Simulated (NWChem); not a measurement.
System meant: H$_{2}$TeSO; SMILES O[Te]S

The following NWChem deck was run.

```
start job
memory heap 200 mb stack 900 mb global 1100 mb
geometry units angstroms noautoz
  Te     0.260648    -0.411287     0.002951
  O     -1.589708    -1.158937     0.050681
  H     -1.912498    -1.173820    -0.860270
  S     -0.155325     1.946434    -0.043770
  H     -0.274933     2.141101     1.290847
end
basis spherical
  * library def2-svp
end
dft
  xc b3lyp
  iterations 150
  mulliken
end
task dft energy
```

End of the output:

```
             Grid Information
             ----------------
          Grid used for XC integration:  medium
          Radial quadrature: Mura-Knowles
          Angular quadrature: Lebedev.
          Tag              B.-S. Rad. Rad. Pts. Rad. Cut. Ang. Pts.
          ---              ---------- --------- --------- ---------
          Te                  1.40      123           9.0       590
          O                   0.60       49          10.0       434
          H                   0.35       45          11.0       434
          S                   1.00       88          10.0       590
          Grid pruning is: on
          Number of quadrature shells:   350
          Spatial weights used:  Erf1

          Convergence Information
          -----------------------
          Convergence aids based upon iterative change in
          total energy or number of iterations.
          Levelshifting, if invoked, occurs when the
          HOMO/LUMO gap drops below (HL_TOL):  1.00D-02
          DIIS, if invoked, will attempt to extrapolate
          using up to (NFOCK): 10 stored Fock matrices.

                    Damping( 0%)  Levelshifting(0.5)       DIIS
                  --------------- ------------------- ---------------
          dE  on:    start            ASAP                start
          dE off:    2 iters        150 iters           150 iters

      Screening Tolerance Information
      -------------------------------
          Density screening/tol_rho:  1.00D-10
          AO Gaussian exp screening on grid/accAOfunc:  14
          CD Gaussian exp screening on grid/accCDfunc:  20
          XC Gaussian exp screening on grid/accXCfunc:  20
          Schwarz screening/accCoul:  1.00D-08

      Superposition of Atomic Density Guess
      -------------------------------------

      charge =      52.0 Te (Tellurium)

      symmetry species            s     p     d     f
      number of basis functions =10     7     6
      number of cont. functions = 4     4     2
      number of closed shells   = 5     3     2
      number of open shells     = 0     1     0
      open shell occupation     = 0     4     0
 ------------------------------------------------------------------------
 atomscf:atomd: error in atom scf                   0
 ------------------------------------------------------------------------
 ------------------------------------------------------------------------
  current input line :
    18: task dft energy
 ------------------------------------------------------------------------
 ------------------------------------------------------------------------
 This error has not yet been assigned to a category
 ------------------------------------------------------------------------
 For more information see the NWChem manual at https://nwchemgit.github.io

0:atomscf:atomd: error in atom scf:Received an Error in Communication
```

**Question.** Can this run be used? If not, why, and what is the fix?

**Answer.** The run crashed. Cause: the def2 basis of a heavy element holds valence functions alone and wants its effective core potential (without it all electrons must fit into that basis). This input runs:
```
start job
memory heap 200 mb stack 900 mb global 1100 mb
geometry units angstroms noautoz
  Te     0.260648    -0.411287     0.002951
  O     -1.589708    -1.158937     0.050681
  H     -1.912498    -1.173820    -0.860270
  S     -0.155325     1.946434    -0.043770
  H     -0.274933     2.141101     1.290847
end
basis spherical
  Te library def2-svp
  O library def2-svp
  H library def2-svp
  S library def2-svp
end
ecp
  Te library def2-ecp
end
dft
  xc b3lyp
  iterations 150
  mulliken
end
task dft energy
```
It converges to -742.55109 Ha (B3LYP/def2-SVP with def2 effective core potentials on Te).
